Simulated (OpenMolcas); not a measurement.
**In2+: from CASSCF to CASPT2**

- Program: OpenMolcas 26.06
- Basis: ANO-RCC-VDZP [6s5p3d1f]
- Scalar Hamiltonian: DKH2, point nucleus
- Active space: 1 electron in 4 orbitals (5s 5p)
- State averaging: 2S+1 = 2 even, 1 root; 2S+1 = 2 odd, 3 roots
- Spin-orbit coupling: RASSI with atomic mean-field integrals over the reference wave functions, term energies averaged over their components

Methods on the same reference wave functions:
A. CASSCF
B. SS-CASPT2, IPEA 0.25 Eh, imaginary shift 0.1 Eh (closed shells correlated: 4d)

Energies in cm-1 above 5s 2S 1/2, the measured ground level; measured values from Moore, Atomic Energy Levels, vol. III, NSRDS-NBS 35 (1971 reprint of NBS Circular 467, 1958).

| Level | A | B | Measured |
| --- | --- | --- | --- |
| 5s 2S 1/2 | 0.0 | 0.0 | 0.0 |
| 5p 2P* 1/2 | 55335 | 58264 | 57181 |
| 5p 2P* 3/2 | 59370 | 62300 | 61523 |

Deviations, from unrounded energies. A percentage is the sum of absolute deviations over the sum of measured energies, with the sign that they share, or ± where signs differ.

```
           Against measurement  Levels     A     B
mean absolute deviation (cm-1)       2  2000   930
      other configurations (%)       2  -3.4  +1.6
```

B lies closest to measurement on these levels. The largest miss of B in the table is 5p 2P* 1/2, by +1100 cm-1. The ranking rests on the paired levels alone, and a cruder setting can come out closer through cancelling errors.

The lowest spin-free term lies below A's lowest term by 0.316 hartree in B.

With one active electron the reference holds no correlation, so core polarisation is missing (holds for A). With one active electron, CASPT2 adds the correlation within the correlated inactive shells and between them and that electron, and leaves the splitting within a term as the reference gives it (holds for B). Computed and measured levels are paired by configuration, term and J; levels that our copy of the source lacks, or whose pairing is in doubt (as where it misses far off the trend of its configuration), stay unpaired and out of the deviations. Only configurations of the active space appear.

* marks odd parity.
